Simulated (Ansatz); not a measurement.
`COCCOCCOCCOCCCCCC[SeH]` with charge +1. Total charge 1; doublet. Geometry PBE-D4/def2-SVP, that of the neutral singlet; atoms count from 1.

Cartesian coordinates in Å:
```
C 4.575 3.290 0.218
O 3.378 2.907 -0.413
C 2.826 1.697 0.052
C 2.447 1.670 1.530
O 1.578 2.745 1.812
C 1.196 2.830 3.178
C 0.062 1.889 3.586
O -1.214 2.308 3.123
C -1.526 2.019 1.767
C -1.963 0.573 1.535
O -0.889 -0.363 1.555
C -0.287 -0.596 0.291
C -1.021 -1.651 -0.538
C -0.336 -1.925 -1.881
C -0.968 -3.058 -2.701
C -2.386 -2.767 -3.204
C -3.013 -3.901 -4.014
Se -3.329 -5.584 -3.011
H 4.981 4.154 -0.345
H 4.425 3.611 1.276
H 5.341 2.474 0.209
H 3.519 0.834 -0.130
H 1.916 1.530 -0.560
H 1.984 0.676 1.747
H 3.360 1.736 2.175
H 2.081 2.646 3.838
H 0.860 3.876 3.344
H 0.281 0.842 3.276
H -0.004 1.898 4.695
H -2.381 2.681 1.512
H -0.683 2.287 1.090
H -2.660 0.281 2.350
H -2.531 0.510 0.575
H -0.192 0.354 -0.292
H 0.750 -0.943 0.495
H -1.082 -2.585 0.060
H -2.070 -1.319 -0.701
H -0.319 -0.990 -2.487
H 0.731 -2.178 -1.693
H -0.989 -3.990 -2.095
H -0.319 -3.278 -3.577
H -2.368 -1.858 -3.849
H -3.055 -2.519 -2.351
H -3.977 -3.598 -4.464
H -2.348 -4.217 -4.845
H -4.378 -4.996 -2.138
```

Single mean-field runs in def2-TZVP are fitted with def2-universal-jkfit.

**Question.** Estimate the Mulliken populations of the heavy atoms from the PBE0/def2-TZVP orbitals of Ansatz.

**Answer.** 
```tsv
atom	charge (e)	spin (α − β)
C1	-0.25	0.00
O2	-0.26	0.00
C3	-0.05	0.00
C4	-0.14	0.00
O5	-0.22	0.12
C6	-0.06	0.02
C7	-0.13	0.02
O8	-0.19	0.19
C9	-0.10	0.02
C10	-0.07	0.02
O11	-0.25	0.10
C12	-0.11	0.00
C13	-0.22	0.01
C14	-0.19	0.00
C15	-0.21	0.01
C16	-0.25	0.01
C17	-0.26	-0.02
Se18	0.10	0.42
```
Mulliken values and Mayer orders depend strongly on the basis.

**Question.** Where does the spin sit?

**Answer.** Summed by element: C 0.09, O 0.41, Se 0.42, H 0.08, of 1 unpaired in all. Largest on single atoms: Se18 0.42, O8 0.19, O5 0.12.

**Question.** And the Mayer bond orders between bonded heavy atoms (over 0.3)?

**Answer.** C1–O2 0.98 (1.41 Å); O2–C3 1.05 (1.41 Å); C3–C4 0.99 (1.53 Å); C4–O5 0.95 (1.41 Å); O5–C6 0.98 (1.42 Å); C6–C7 0.95 (1.53 Å); C7–O8 0.98 (1.42 Å); O8–C9 0.98 (1.42 Å); C9–C10 0.97 (1.53 Å); C10–O11 0.95 (1.43 Å); O11–C12 0.93 (1.42 Å); C12–C13 1.05 (1.53 Å); C13–C14 1.00 (1.53 Å); C14–C15 1.01 (1.53 Å); C15–C16 0.99 (1.53 Å); C16–C17 0.98 (1.53 Å); C17–Se18 1.00 (1.98 Å).
